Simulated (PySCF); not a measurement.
**As (arsenic, neutral) across methods**

[Ar] 3d10 4s2 4p2 4d1, one real determinant (an excited configuration). All numbers are calculated (PySCF 2.14, the spin-free X2C one-electron Hamiltonian (Gaussian nucleus), in aug-cc-pVTZ-DK (7s6p4d2f, 59 functions)).

| method | E (hartree) | mean ε 4s β (eV) | mean ε 4p α (eV) | mean ε 4d α (eV) | Σ⟨r²⟩ (bohr²) | ⟨S²⟩ |
| --- | --- | --- | --- | --- | --- | --- |
| PBE | -2260.095 | -16.071 | -8.133 | 0.493 | 53.36 | 3.751 |
| HSE06 | -2260.126 | -16.906 | -8.974 | 0.450 | 53.42 | 3.751 |
| r2SCAN | -2260.369 | -16.295 | -8.582 | 0.558 | 53.29 | 3.752 |
| LDA | -2256.954 | -16.453 | -8.188 | 0.584 | 53.09 | 3.750 |
| UHF | -2258.68950 | -19.195 | -12.552 | -0.638 | 54.24 | 3.755 |
| B3LYP | -2260.444 | -17.247 | -9.003 | 0.264 | 53.46 | 3.751 |
| TPSSh | -2260.336 | -16.393 | -8.793 | 0.393 | 53.37 | 3.751 |
| PBE0 | -2260.126 | -17.155 | -9.398 | 0.116 | 53.33 | 3.751 |
| TPSS | -2260.349 | -15.952 | -8.302 | 0.538 | 53.38 | 3.751 |

⟨L²⟩ = 8.01 against 12 for a pure F term, so this real determinant mixes terms. The outer electron is Rydberg-like, and this basis confines it to a smaller radius and binds it less than a complete one would.

The highest occupied level is positive at PBE, HSE06, r2SCAN, LDA, B3LYP, TPSSh, PBE0, TPSS: only the finite basis holds that electron, which in a density functional comes from self-interaction.
